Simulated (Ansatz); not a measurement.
Ansatz results at the PBE0-D4/def2-TZVP geometry: HOMO energy (PBE0/def2-TZVPP) -8.97 eV; zero-point energy (PBE0-D4/def2-TZVP) 134.3 kJ/mol; size of the dipole moment (B3LYP/def2-TZVPP) 1.30 D.

Problem. Which molecule gave them?
A. `BSC`
B. `CBF`
C. `COB(O)O`
D. `BN([SiH3])[SiH3]`

Solution. B. The others give `BN([SiH3])[SiH3]`: -8.44, 206.1, 0.76; `BSC`: -7.85, 157.1, 1.73; `COB(O)O`: -8.43, 203.1, 0.27.

B3LYP here is the variant with VWN-RPA as its local correlation; programs differ in this.
